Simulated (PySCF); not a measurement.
Computed beside measured shifts: 1-naphthoyl fluoride (3n) (C11H7FO)

System: 1-naphthoyl fluoride (3n) (C11H7FO), SMILES O=C(F)c1cccc2ccccc12.

Atom-mapped SMILES (hydrogens are numbered by the atom that bears them): [O:1]=[C:2]([F:3])[c:4]1[cH:5][cH:6][cH:7][c:8]2[cH:9][cH:10][cH:11][cH:12][c:13]12

Level of theory: GIAO KT3/pcSseg-1, gas phase, PySCF SCF with an in-house response code, fitting set def2-universal-JFIT, grid level 2, non-relativistic, geometry: GFN2-xTB.

One optimised conformer. Values are averaged over the atoms that symmetry or fast rotation interchanges, on this one geometry and without vibrational averaging. Shifts are the reference shielding less the shielding here, at the same level (13C, 1H against isolated TMS; 19F against isolated CFCl3; 17O against isolated H2O); nuclei without a reference have shieldings only.

(1) What shifts does this level give for F3, and how do they compare with measurement?

Answers

(1) 
```csv
atom,nucleus,computed / ppm,measured / ppm,computed less measured,measured against,medium of the measurement
F3,19F,8.1,30.4,-22.3,CFCl3,CDCl3
```

Computed 19F and 31P shifts carry an offset from the reference molecule (CFCl3 is hard for DFT, lone H3PO4 or PH3 isn't the 85 % acid), so differences between compounds are more accurate than the values.

Measured values: Mengjie Cen, Xi Yang, Shanshan Zhang, Liguang Gan, Long Liu, Tieqiao Chen, Facile synthesis of acyl fluorides through deoxyfluorination of carboxylic acids.
